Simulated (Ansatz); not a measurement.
Two isomers of C2H8AsN: A = `CNC[AsH2]`, B = `CC[AsH]N`.

Calculated with Ansatz (gas phase, PBE0-D4/def2-TZVP geometries, no zero-point term in ΔE). CCSD(T)/CBS is the MP2 limit (def2-TZVPP, def2-QZVPP) plus CCSD(T) − MP2 in def2-TZVPP, frozen cores. DFT in def2-TZVPP. For As outer-core shells are correlated without core-valence functions, which leaves a few kJ/mol of doubt a bond. Scalar relativity is left out up to krypton. One conformer a species, not always the lowest.

A:

Z-matrix (Å, degrees):
```
C
N 1 1.448
H 1 1.092 2 109.7
H 1 1.093 2 109.5 3 -117.8
H 1 1.103 2 113.9 3 121.7
C 2 1.440 1 113.0 3 -177.1
H 2 1.012 1 110.5 3 -53.3
As 6 1.973 2 114.3 1 175.7
H 6 1.095 2 109.3 1 -65.6
H 6 1.104 2 114.1 1 53.4
H 8 1.522 6 94.8 2 40.3
H 8 1.527 6 94.5 2 -52.3
```

B:

Z-matrix (Å, degrees):
```
C
C 1 1.518
H 1 1.093 2 111.2
H 1 1.093 2 111.4 3 119.9
H 1 1.093 2 111.6 3 -119.9
As 2 1.968 1 111.8 3 177.3
H 2 1.092 1 111.5 3 -60.8
H 2 1.093 1 111.3 3 59.0
N 6 1.854 2 97.0 1 166.1
H 6 1.539 2 93.7 1 65.0
H 9 1.011 6 114.7 2 -70.4
H 9 1.010 6 111.3 2 165.5
```

Question: Which isomer does CCSD(T)/CBS put lower? Give the gap. (An estimate is asked.)

Answer: The calculation gave: B, by 18.5 kcal/mol.

Question: Give E(B) − E(A) in kcal/mol with PBE0-D4, ωB97M-V, MP2/def2-TZVPP, CCSD/def2-TZVPP, HF/def2-TZVPP, B2PLYP, r2SCAN-D4. (Best estimate.)

Answer: Ansatz gave: PBE0-D4 -16.9, ωB97M-V -17.9, MP2/def2-TZVPP -19.4, CCSD/def2-TZVPP -18.0, HF/def2-TZVPP -17.7, B2PLYP -18.0, r2SCAN-D4 -17.5. None reverses the order clearly.

Largest T1 diagnostic: 0.010.
